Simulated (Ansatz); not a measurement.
Reaction (formal exchange of groups at a C–O bond): `O[CH](Cl)[GeH3]` + BH₃ → `B[CH](Cl)[GeH3]` + H₂O

Calculated with Ansatz (gas phase, PBE0-D4/def2-TZVP geometries, no zero-point term in ΔE). CCSD(T)/CBS is the MP2 limit (def2-TZVPP, def2-QZVPP) plus CCSD(T) − MP2 in def2-TZVPP, frozen cores. This one scheme is used for every species. DFT in def2-TZVPP. B3LYP here is the variant with VWN-RPA as its local correlation; programs differ in this. For Ge outer-core shells are correlated without core-valence functions, which leaves a few kJ/mol of doubt a bond. Scalar relativity is left out up to krypton. Each species was taken in one conformer, which may not be the lowest.

`O[CH](Cl)[GeH3]`:

```xyz
9

O     1.427    0.162   -0.839
C     0.531   -0.512   -0.039
Cl   -0.134   -1.988   -0.870
Ge   -0.981    0.694    0.389
H     2.201   -0.391   -0.995
H     0.994   -0.917    0.864
H    -1.950   -0.068    1.302
H    -1.659    1.090   -0.926
H    -0.429    1.930    1.115
```

BH₃:

Z-matrix (Å, degrees):
```
B
H 1 1.193
H 1 1.193 2 120.0
H 1 1.193 2 120.0 3 180.0
```

`B[CH](Cl)[GeH3]`:

```xyz
10

B     1.276    0.382   -0.698
C     0.569    0.248    0.641
Cl    0.207    1.734    1.554
Ge   -1.185   -0.530    0.010
H     1.699   -0.620   -1.201
H     1.316    1.420   -1.284
H     0.945   -0.505    1.333
H    -2.120   -0.433    1.219
H    -1.731    0.296   -1.161
H    -0.975   -1.991   -0.414
```

H₂O:

```xyz
3

O    -0.220    0.119    0.298
H    -0.282   -0.711   -0.179
H     0.503    0.592   -0.119
```

```tsv
level	ΔE (kJ/mol)	difference from CCSD(T)/CBS
PBE-D4	-109.5	3.2
r2SCAN-D4	-107.1	5.6
PBE0-D4	-110.5	2.2
B3LYP-D4	-101.3	11.4
ωB97X-V	-98.4	14.3
ωB97M-V	-105.6	7.1
B2PLYP	-102.2	10.5
PBE	-107.0	5.7
r2SCAN	-106.4	6.3
PBE0	-108.2	4.5
B3LYP	-97.1	15.6
HF/def2-TZVPP	-83.3	29.4
MP2/def2-TZVPP	-115.0	-2.3
SCS-MP2/def2-TZVPP	-105.0	7.7
CCSD/def2-TZVPP	-105.5	7.2
CCSD(T)/def2-TZVPP	-107.5	5.2
HF/def2-QZVPP	-83.8	28.9
MP2/def2-QZVPP	-118.2	-5.5
SCS-MP2/def2-QZVPP	-108.2	4.5
HF/CBS(def2)	-83.9	28.8
MP2/CBS(def2)	-120.3	-7.6
CCSD/CBS(def2)	-110.8	1.9
CCSD(T)/CBS	-112.7	0
```

Largest T1 diagnostic among the species: 0.011.

In def2-TZVPP, CCSD(T) changes the Hartree–Fock value by −24.2 kJ/mol (the triples alone add −1.9 kJ/mol) and MP2 by −31.7 kJ/mol. The D4 term adds −4.1 kJ/mol with B3LYP and −2.2 kJ/mol with PBE0; it sums over pairs of atoms, weighted by their polarisabilities, and B3LYP, whose exchange is more repulsive, gets the larger term.
